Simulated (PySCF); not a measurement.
**Simulated absorption spectrum**

C5H10NP.
InChI=1S/C5H10NP/c1-3-6(4-2)5-7/h3-4H2,1-2H3

Method used: PySCF, TDDFT CAM-B3LYP/def2-SVPD, vertical, gas phase, core orbitals frozen in the response. Isolated species at its GFN2-xTB geometry (one conformer only). GFN2-xTB frequencies show an imaginary mode (41i cm⁻¹), so this geometry is no minimum at that level. Torsions of this conformer, `[CH3:1][CH2:2][N:3]([C:4]#[P:5])[CH2:6][CH3:7]`: C1–C2–N3–C4 -73°, C2–N3–C6–C7 -89°.

Each state is given a Gaussian of 0.5 eV full width at half maximum, with ε(max) = 2.175×10⁸ f / Δν̃ (Δν̃ the width in cm⁻¹). The width is an assumption, not a result. The curve ends short of the highest state used, and states not computed would add to its high-energy end.

| λ (nm) | ε (L mol⁻¹ cm⁻¹) |
| --- | --- |
| 194.3 | 9219 |
| 200.2 | 4716 |
| 206.0 | 1526 |
| 211.9 | 827 |
| 217.8 | 1468 |
| 223.7 | 2030 |
| 229.6 | 1766 |
| 235.5 | 1027 |
| 241.4 | 457 |
| 247.3 | 289 |
| 253.2 | 479 |
| 259.1 | 893 |
| 265.0 | 1316 |
| 270.9 | 1513 |
| 276.8 | 1394 |
| 282.7 | 1058 |
| 288.6 | 676 |
| 294.5 | 372 |
| 300.4 | 180 |
| 306.3 | 77 |
| 312.2 | 30 |
| 318.1 | 11 |
| 323.9 | 4 |
| 329.8 | 1 |
| 335.7 | 0 |
| 341.6 | 0 |
| 347.5 | 0 |
| 353.4 | 0 |
| 359.3 | 0 |
| 365.2 | 1 |
| 371.1 | 1 |
| 377.0 | 1 |
| 382.9 | 1 |
| 388.8 | 1 |
| 394.7 | 1 |
| 400.6 | 1 |
| 406.5 | 1 |
| 412.4 | 1 |
| 418.3 | 1 |
| 424.2 | 1 |
| 430.1 | 1 |
| 436.0 | 0 |
| 441.8 | 0 |
| 447.7 | 0 |
| 453.6 | 0 |
| 459.5 | 0 |
| 465.4 | 0 |
| 471.3 | 0 |
| 477.2 | 0 |
| 483.1 | 0 |
| 489.0 | 0 |
| 494.9 | 0 |
| 500.8 | 0 |
| 506.7 | 0 |
| 512.6 | 0 |
| 518.5 | 0 |

(1) Where are the band maxima, and which computed states make them?

(2) Coming from long wavelengths, where does ε first pass 100 L mol⁻¹ cm⁻¹?

(3) Does any computed singlet lie in the visible range?

(4) On this curve, what absorbance would a 10⁻⁵ mol/L sample give at 248 nm over a 1 cm path?

Answers

(1) 272 nm (4.57 eV), ε about 1500, made up of S2 (100%); 225 nm (5.51 eV), ε about 2000, made up of S4 (100%) (ε in L mol⁻¹ cm⁻¹; maxima over ε = 5, shares over 10%). At its high-energy end, 6.38 eV, the curve is still rising (ε about 9200, from S5 and S6). The states used: S1 3.14 eV (f 0.0000); S2 4.57 eV (f 0.028); S3 5.48 eV (f 0.0000); S4 5.52 eV (f 0.038); S5 6.34 eV (f 0.021); S6 6.43 eV (f 0.124); S7 6.61 eV (f 0.027); S8 6.98 eV (f 0.826).

(2) At about 305 nm (4.07 eV), 0.93 eV above S1.

(3) S1 lies in the visible range (380 to 750 nm), at 395 nm, dark in the vertical dipole picture (f under 0.0005); light of that wavelength is violet, and its complementary colour is yellow-green; a Tamm–Dancoff triplet lies at 446 nm, without intensity as long as spin–orbit coupling is left out.

(4) 248 nm is 4.999 eV, where ε is about 300 L mol⁻¹ cm⁻¹, so A = ε c l ≈ 0.003 (Beer–Lambert, with the gas-phase spectrum and the assumed width).
